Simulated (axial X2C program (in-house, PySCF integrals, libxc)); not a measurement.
## AgP along the bond: HF, two-component

Computed with an in-house all-electron X2C program for linear molecules (integrals from PySCF). Two-component (2c) means X2C with spin–orbit coupling and atomic mean-field two-electron Coulomb and Gaunt terms. Basis: Ag dyall-v3z [12s12p8d3f2g], P dyall-v3z [8s7p2d1f] (cores contracted in-house); Gaussian nuclei, density fitting, unrestricted open shells. Masses: Ag 106.905 u, P 30.974 u.

State: Ω = 1 (⟨Sz⟩ = 1.00, ⟨Lz⟩ = 0.00 at HF). Dipoles are positive if P is the positive end.

Results along the bond:

| R (Å) | μ (D) | HOMO (eV) | LUMO (eV) |
| --- | --- | --- | --- |
| 2.041 | -4.429 | -7.71 | 0.04 |
| 2.135 | -4.593 | -7.69 | 0.00 |
| 2.205 | -4.695 | -7.65 | -0.02 |
| 2.276 | -4.783 | -7.59 | -0.05 |
| 2.346 | -4.855 | -7.51 | -0.07 |
| 2.428 | -4.906 | -7.40 | -0.10 |
| 2.510 | -4.880 | -7.25 | -0.11 |
| 2.616 | -4.575 | -7.01 | -0.09 |
| 2.745 | -3.592 | -6.74 | 0.01 |

Occupations by symmetry block were frozen at the best pattern of an incomplete PBE0 search. Other states lie close and PBE0, whose exact exchange favours high spin, may order them wrongly; the determinant shown need not be the ground state. The nearest other 2c determinant of the search, Ω = 0, lies 0.94 eV up at the distance of the search. With several unpaired electrons one determinant need not be a pure state. Open-shell Ω = 0 determinants with evenly filled partner blocks cannot be reached by this program, so the Ω shown need not be the lowest component. This is the Ω = 1 component of a π² triplet; the 0⁺ component is not one determinant and can lie lowest. The determinant is spin-polarised beyond a pure state at some levels (its spin-free form has ⟨S²⟩ too high), which makes Re and μ there less reliable. The stretched end of a curve changes character and is left out.
